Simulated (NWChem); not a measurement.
# BO cation

```xyz
2

B      0.0000     0.0000    -0.7253
O      0.0000     0.0000     0.4611
```
Atoms are numbered in this order, from 1.

Level: PBE0/def2-SVP (NWChem), optimised geometry, unscaled harmonic frequencies. 

| frequency (cm⁻¹) | IR intensity (km/mol) |
|---|---|
| 2012 | 10.9 |

```
Quantity                                                                           Result
-----------------------------------------------------------------------  ----------------
zero-point energy                                                            2.9 kcal/mol
thermal correction to the enthalpy at 298.15 K (with zero-point energy)      4.9 kcal/mol
heat capacity Cv                                                          5.0 cal/(mol K)
entropy at 298.15 K and 1 atm (symmetry number 1)                        47.2 cal/(mol K)
```

Rigid rotor and harmonic oscillator.
